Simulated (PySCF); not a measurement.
**Spin–spin coupling constants**

Geometry:
```csv
atom,x (Å),y (Å),z (Å)
O1,1.614,-2.009,0.635
C2,0.977,-1.052,0.291
C3,1.484,0.367,0.473
O4,0.489,1.341,0.760
C5,-0.618,1.311,-0.033
F6,-0.292,1.647,-1.342
C7,-1.319,-0.054,-0.090
F8,-1.864,-0.296,1.149
C9,-0.336,-1.160,-0.457
H10,2.190,0.413,1.304
H11,2.012,0.638,-0.455
H12,-1.295,2.091,0.337
H13,-2.158,-0.013,-0.797
H14,-0.782,-2.140,-0.275
H15,-0.106,-1.076,-1.523
```

Indirect spin–spin couplings were computed at B3LYP/pcJ-1 (spin–dipole term only in couplings to heteroatoms) (PySCF 2.14.0 with density-fitted response routines) on a GFN2-xTB structure, for the isolated molecule, without vibrational or relativistic corrections. Couplings are averaged over pairs made equivalent by symmetry, fast rotation or ring inversion, so a value needn't be that of the named pair in this geometry, while other rotamers aren't included; one pair stands for each set, and the list holds a selection of those of at least 0.8 Hz over up to four bonds, among pairs with at least one F or H atom (others weren't computed). One-bond C–F couplings come out tens of Hz too large with common functionals.

Isotopes: 13C, 19F, 1H, 17O. Couplings to quadrupolar nuclei such as 17O and 33S are rarely resolved in practice.

```tsv
pair	bonds	J (Hz)
C3, H10	1	?
C3, H11	1	144.2
C5, F6	1	?
C5, H12	1	185.9
C7, F8	1	-232.5
C7, H13	1	163.8
C9, H14	1	144.8
C9, H15	1	131.0
O4, F6	2	-26.4
O4, H11	2	-4.2
F6, C7	2	40.2
C7, H12	2	?
H10, H11	2	-17.6
O1, H10	3	-1.3
O1, H15	3	?
C3, F6	3	4.7
C3, H12	3	8.6
O4, F8	3	1.1
O4, H13	3	?
F6, F8	3	?
F8, H14	3	13.8
F8, H15	3	44.9
C9, H10	3	?
C9, H12	3	3.5
H12, H13	3	?
H13, H15	3	4.5
```

Estimate the withheld couplings, with signs.

Results:


- 1J(C3,H10) = 161.9 Hz (bond length 1.091 Å, sp3 carbon)
- 1J(C5,F6) = -270.3 Hz (bond length 1.390 Å)
- 2J(C7,H12) = 1.1 Hz (angle at C5 111°)
- 3J(O1,H15) = -1.8 Hz (dihedral angle 95°)
- 3J(O4,H13) = -2.2 Hz (dihedral angle 176°)
- 3J(F6,F8) = -36.4 Hz (dihedral angle 169°)
- 3J(C9,H10) = 2.3 Hz (dihedral angle 159°)
- 3J(H12,H13) = 2.2 Hz (dihedral angle 63°)
